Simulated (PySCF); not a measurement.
## Electron correlation in Mo (molybdenum, neutral)

[Kr] 4d4 5s2, high-spin 5D determinant (an excited configuration). Computed with PySCF 2.14 in def2-TZVPPD with the def2 core potential (28 electrons), with scalar relativity through the core potential. Frozen: 4s2 4p6; 6 electrons correlated.

```tsv
level	correlation energy (mhartree)
CCSD	-104.23
(T)	-5.30
CCSD(T)	-109.53
```

Diagnostics: T1 = 0.031, D1 = 0.1019, largest double amplitude 0.087.

T1 exceeds 0.03, a sign that the reference determinant is poor.

Cost of the coupled-cluster step: roughly 5 core-seconds, for 6 correlated electrons.
